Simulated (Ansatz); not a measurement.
Input for Ansatz (a first-principles code): R-CCSD(T)/cc-pVQZ on GeO (SMILES [O+]#[Ge-]).

Ansatz 0.2 input:
```yaml
crystal:
  periodic: [false, false, false]
  atoms:
    - {symbol: Ge, position_ang: [-0.00918052, -0.01846083, -0.81596873]}
    - {symbol: O, position_ang: [0.00918052, 0.01846083, 0.81596873]}
basis:
  gaussian:
    orbitals: cc-pVQZ
magnetization: {spin_polarized: false}
correlation: {method: ccsd_t, electrons: outside_noble_gas}
scf: {lower_state_search: off}
```

The log:

```
WARN ansatz: RAYON_NUM_THREADS=4 ignored (pool sized by the plan → 4); use --threads N
Functional definition: HF
these checks for a lower state are left out or cut short: stability, starts, cluster_reference, orbital_swaps, neighbouring_geometries, increment
integrals: 0.20 GiB planned
776 factors; integrals over basis functions are off by at most 7.1e-4 eV
mean field: 0.30 GiB planned
mean field evaluation 1: about -58506.7704 eV, gradient 5.3e1 eV
mean field evaluation 2: about -58506.7933 eV, gradient 5.3e1 eV
mean field evaluation 4: about -58512.4982 eV, gradient 3.8e0 eV
mean field evaluation 8: about -58512.5580 eV, gradient 3.9e-1 eV
mean field evaluation 16: about -58512.5586 eV, gradient 1.2e-6 eV
mean field -58512.55856078 eV, -2150.2968658719 hartree, gradient 1.2e-6 eV, S^2 0.000000; 0 other end points of the search recorded, 0 dependent functions left out
15 core orbitals not correlated
reference -58512.55856078 eV, -2150.2968658719 hartree; 5, 5 occupied and 103, 103 virtual orbitals, 776 factors
second order -10.05135467 eV of doubles, -0.00000000 eV of singles
coupled cluster: 0.37 GiB planned
cycle   1  -9.16871528 eV  change    8.8e-1 eV  update   1.6e-1
cycle   2  -9.63520024 eV  change   -4.7e-1 eV  update   9.1e-2
cycle   3  -9.77901816 eV  change   -1.4e-1 eV  update   3.0e-2
cycle   4  -9.76161569 eV  change    1.7e-2 eV  update   1.2e-2
cycle   5  -9.75984559 eV  change    1.8e-3 eV  update   3.5e-3
cycle   6  -9.76176610 eV  change   -1.9e-3 eV  update   1.5e-3
cycle   7  -9.76089714 eV  change    8.7e-4 eV  update   4.7e-4
cycle   8  -9.76076616 eV  change    1.3e-4 eV  update   1.4e-4
cycle   9  -9.76082113 eV  change   -5.5e-5 eV  update   4.5e-5
cycle  10  -9.76080174 eV  change    1.9e-5 eV  update   1.8e-5
cycle  11  -9.76077903 eV  change    2.3e-5 eV  update   7.8e-6
cycle  12  -9.76078136 eV  change   -2.3e-6 eV  update   2.8e-6
perturbative correction -0.58867288 eV, -0.0216333293 hartree
Total energy: -58522.90801502 eV, -2150.6772013002 hartree
Checks for a lower state left out: stability, starts, cluster_reference, orbital_swaps, neighbouring_geometries, increment
```

The run converged.

Cost: very roughly 7 core-seconds.
